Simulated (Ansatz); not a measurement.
The group X on BH2-X is varied. All species are isolated molecules in the gas phase. One relaxed conformer stands for each flexible species; it need not be the lowest. Strings in code marks are SMILES.

Quantity: vertical ionisation energy (energy after one electron is removed minus that of the parent at the parent's geometry), in eV.

Case: `BN`. Geometry of `BN` (neutral, multiplicity 1, Å):

```xyz
6

B      0.6839     0.0179     0.0085
N     -0.7034    -0.0188    -0.0092
H      1.2870    -1.0085     0.0107
H      1.2327     1.0744     0.0212
H     -1.2319    -0.8750    -0.0205
H     -1.2777     0.8075    -0.0120
```

Question: What vertical ionisation energy (energy after one electron is removed minus that of the parent at the parent's geometry) does frozen-core MP2/cc-pVTZ // M06-2X/def2-TZVP (Ansatz, a first-principles code) give?

Answer: 11.39 eV.
